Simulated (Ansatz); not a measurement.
Consider the formal exchange of groups at the Si–C bond: `O=C([SiH3])O[SiH2]F` + `CNC(N)=O` → `NC(=O)N[SiH3]` + `CC(=O)O[SiH2]F`.

Isolated molecules relaxed with PBE0-D4/def2-TZVP in Ansatz; ΔE leaves out vibrations. CCSD(T)/CBS adds triple-zeta CCSD(T) − MP2 to the extrapolated MP2 energy (def2 sets, frozen cores). Functionals use def2-TZVPP. B3LYP here is the variant with VWN-RPA as its local correlation; programs differ in this. One conformer a species, not always the lowest.

`O=C([SiH3])O[SiH2]F`:

```xyz
11

O     0.521    1.291    0.734
C    -0.002    0.225    0.519
Si   -0.893   -0.863    1.829
O     0.003   -0.305   -0.714
Si    0.781    0.630   -1.885
F     0.616   -0.250   -3.199
H    -2.295   -1.056    1.387
H    -0.829   -0.155    3.126
H    -0.194   -2.169    1.891
H     2.220    0.748   -1.592
H     0.072    1.903   -2.096
```

`CNC(N)=O`:

```xyz
11

C    -0.811   -1.436    0.204
N    -0.451   -0.045    0.312
C     0.613    0.440   -0.399
N     0.974    1.730   -0.063
O     1.203   -0.203   -1.244
H    -0.630   -1.757   -0.820
H    -0.222   -2.078    0.868
H    -1.870   -1.562    0.435
H    -0.670    0.420    1.177
H     1.614    2.139   -0.724
H     0.250    2.353    0.256
```

`NC(=O)N[SiH3]`:

```xyz
11

N    -1.589    1.406   -0.170
C    -0.617    0.494   -0.478
O    -0.394    0.125   -1.618
N     0.096   -0.033    0.565
Si    1.287   -1.248    0.156
H    -1.975    1.892   -0.960
H    -1.543    1.921    0.692
H    -0.155    0.202    1.511
H     2.356   -0.691   -0.703
H     0.676   -2.442   -0.472
H     1.860   -1.627    1.476
```

`CC(=O)O[SiH2]F`:

Cartesian coordinates in Å:
```
C -0.013 1.638 -1.082
C -0.220 0.597 -0.036
O -0.878 0.725 0.969
O 0.403 -0.560 -0.289
Si 0.139 -1.706 0.921
F 0.968 -2.957 0.389
H -0.541 2.548 -0.811
H -0.373 1.264 -2.043
H 1.054 1.836 -1.193
H 0.740 -1.282 2.196
H -1.278 -2.102 0.979
```

```csv
level,ΔE (kJ/mol)
PBE-D4,-113.8
B3LYP-D4,-120.6
ωB97X-V,-124.7
SCS-MP2/def2-TZVPP,-128.4
```

**Question.** What does CCSD(T)/CBS give? (Best estimate.)

**Answer.** The calculation gave: -126.8 kJ/mol. The listed levels differ from it by 13.0, 6.2, 2.1, -1.6 kJ/mol.

Largest T1 diagnostic among the species: 0.015.

From PBE to PBE0 (25 % exact exchange), in def2-TZVPP and without D4, ΔE moves by −9.3 kJ/mol. In def2-TZVPP, CCSD(T) changes the Hartree–Fock value by +10.5 kJ/mol (the triples alone add +2.2 kJ/mol) and MP2 by +5.1 kJ/mol.
